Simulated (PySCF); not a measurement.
In(F)(Br)(Vi), SMILES C=[CH][In]([F])[Br], singlet (CAM-B3LYP/def2-SVP optimised geometry):

```
8

In    -1.243     0.245     0.000
F     -2.307     1.878     0.000
Br    -2.662    -1.779    -0.003
C      0.871     0.245     0.000
C      1.566    -0.893    -0.012
H      1.394     1.206     0.009
H      2.662    -0.892    -0.013
H      1.087    -1.878    -0.022
```

Method: PySCF with CAM-B3LYP/def2-TZVP, def2 effective core potentials past Kr.

Task: What are the frontier orbital energies and the dipole moment?

Result: HOMO-2 -10.14 eV, HOMO-1 -9.83 eV, HOMO -9.68 eV, LUMO -1.01 eV, LUMO+1 -0.87 eV; dipole moment 4.06 D.

On the same geometry PBE/def2-TZVP, def2 effective core potentials past Kr (PySCF) gives HOMO-2 -7.54 eV, HOMO-1 -7.24 eV, HOMO -7.07 eV, LUMO -2.73 eV, LUMO+1 -2.67 eV; dipole moment 3.94 D.
